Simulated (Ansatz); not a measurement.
`[BH2][GeH2][OH]` + HI → `[OH][GeH2][I]` + BH₃ at 600 K and 1 bar (cleavage of the Ge–B bond).

Computed with Ansatz on PBE0-D4/def2-TZVP structures; ΔE is electronic, products minus reactants. CBS: MP2 limit from def2 TZ/QZ plus the TZ coupled-cluster correction, frozen cores. This one scheme is used for every species. Elements past krypton have def2 core potentials. For Ge, I outer-core shells are correlated without core-valence functions, which leaves a few kJ/mol of doubt a bond. Scalar relativity is left out up to krypton. Each species was taken in one conformer, which may not be the lowest.

```json
{"species": "`[BH2][GeH2][OH]`", "CCSD(T)/CBS energy (Eh)": "-2179.06509", "H − E (kJ/mol)": "179.4", "S (J/(mol·K))": "387.3"}
{"species": "HI", "CCSD(T)/CBS energy (Eh)": "-298.03592", "H − E (kJ/mol)": "31.6", "S (J/(mol·K))": "227.0"}
{"species": "`[OH][GeH2][I]`", "CCSD(T)/CBS energy (Eh)": "-2450.58625", "H − E (kJ/mol)": "122.5", "S (J/(mol·K))": "385.3"}
{"species": "BH₃", "CCSD(T)/CBS energy (Eh)": "-26.55200", "H − E (kJ/mol)": "91.5", "S (J/(mol·K))": "217.3"}
```

H − E and S are ideal-gas, rigid-rotor, harmonic terms from PBE0-D4/def2-TZVP, for one conformer and one mirror image of each species. 1 Eh = 2625.50 kJ/mol, R = 8.31446 J/(mol·K).

**Question.** By hand: ΔE, ΔH, ΔS and ΔG.

**Answer.** ΔE = (-2450.58625) + (-26.55200) − (-2179.06509) − (-298.03592) = -0.03724 Eh = -97.8 kJ/mol. Δ(H − E) = 122.5 + 91.5 − 179.4 − 31.6 = 3.0, so ΔH = -94.8 kJ/mol. ΔS = 385.3 + 217.3 − 387.3 − 227.0 = -11.7 J/(mol·K). ΔG = -94.8 − 600 × (-11.7)/1000 = -87.8 kJ/mol.

**Question.** By hand: the equilibrium constant, and the temperature at which ΔG would vanish if ΔH and ΔS stayed fixed.

**Answer.** log₁₀ K = −ΔG/(RT ln 10) = 7.6. ΔG = 0 at ΔH/ΔS = 8103 K, far beyond where these terms or the molecules hold.

The number of gas molecules stays the same, so ΔS is small and ΔH decides. A doubt of 5 kJ/mol in ΔE shifts log₁₀ K by 0.4 here. Other conformers and mirror images would add mixing entropy, several J/(mol·K) or more a flexible species. These are equilibria of isolated gas molecules and say nothing of rates. Largest T1 diagnostic: 0.012 (customary marks: 0.02 for closed shells, 0.045 for open ones).
